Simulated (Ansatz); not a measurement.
F2H2NSV, SMILES `[NH2][V]([F])([F])=[S]`, relaxed with RKS PBE0-D4/def2-TZVP in the Gaussian-basis code of Ansatz from a PBE-D4/def2-SVP geometry. The force threshold is 0.005 eV/Å; the program also tests the step.

Charge 0, multiplicity 1.

Start:

```xyz
7

N     0.007    1.053   -0.348
V     0.027   -0.674    0.185
F    -0.487   -1.688   -1.119
F     1.635   -1.120    0.642
S    -1.251   -0.743    1.747
H    -0.522    1.839    0.040
H     0.591    1.334   -1.147
```

Task: How much energy does the relaxation release, and in how many steps? (Best estimate.)

Result: Computed: 0.03 eV, in 5 steps.

Task: Which bonds change most? (Best estimate.)

Result: The calculation gave: V2–S5 from 2.019 to 1.990 Å; N1–H7 from 1.030 to 1.014 Å; N1–H6 from 1.023 to 1.008 Å; N1–V2 from 1.807 to 1.795 Å.

Task: Give the relaxed structure. (An estimate is asked.)

Result: Computed: 
```xyz
7

N     0.007    1.050   -0.347
V     0.023   -0.664    0.186
F    -0.491   -1.680   -1.113
F     1.627   -1.114    0.643
S    -1.234   -0.737    1.726
H    -0.518    1.820    0.037
H     0.585    1.325   -1.133
```
